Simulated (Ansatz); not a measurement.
Isolated molecules relaxed with PBE0-D4/def2-TZVP in Ansatz; ΔE leaves out vibrations. CCSD(T)/CBS is the MP2 limit (def2-TZVPP, def2-QZVPP) plus CCSD(T) − MP2 in def2-TZVPP, frozen cores. This one scheme is used for every species. One conformer a species, not always the lowest.

Consider the hydrogenolysis of the Si–O bond: `N[Si](O)(Cl)Cl` + H₂ → `N[SiH](Cl)Cl` + H₂O.

`N[Si](O)(Cl)Cl`:

```xyz
8

N     0.561   -0.446    0.999
Si   -0.039    0.062   -0.499
O    -1.161    1.224   -0.325
Cl    1.332    0.896   -1.757
Cl   -0.784   -1.616   -1.396
H     1.012    0.218    1.610
H     0.960   -1.366    1.090
H    -1.880    1.028    0.280
```

H₂:

```xyz
2

H     0.273    0.118    0.225
H    -0.273   -0.118   -0.225
```

`N[SiH](Cl)Cl`:

Cartesian coordinates in Å:
```
N -0.153 -0.079 -1.099
Si 0.236 0.145 0.532
Cl -0.876 1.712 1.218
Cl -0.171 -1.459 1.752
H -1.110 -0.037 -1.409
H 0.399 -0.701 -1.669
H 1.675 0.420 0.676
```

H₂O:

Z-matrix (Å, degrees):
```
O
H 1 0.960
H 1 0.960 2 105.1
```

| species | CCSD(T)/CBS(def2) energy (Eh) |
| --- | --- |
| `N[Si](O)(Cl)Cl` | -1340.52171 |
| H₂ | -1.17544 |
| `N[SiH](Cl)Cl` | -1265.28357 |
| H₂O | -76.37941 |

(1) Work out ΔE.

Largest T1 diagnostic among the species: 0.010.

Answers

(1) ΔE = (-1265.28357) + (-76.37941) − (-1340.52171) − (-1.17544) = 0.03417 Eh = +89.7 kJ/mol.

In def2-TZVPP, CCSD(T) changes the Hartree–Fock value by +7.0 kJ/mol (the triples alone add +2.6 kJ/mol) and MP2 by +12.4 kJ/mol. The D4 term adds +8.2 kJ/mol with B3LYP and +4.3 kJ/mol with PBE0; it sums over pairs of atoms, weighted by their polarisabilities, and B3LYP, whose exchange is more repulsive, gets the larger term.

B3LYP here is the variant with VWN-RPA as its local correlation; programs differ in this.
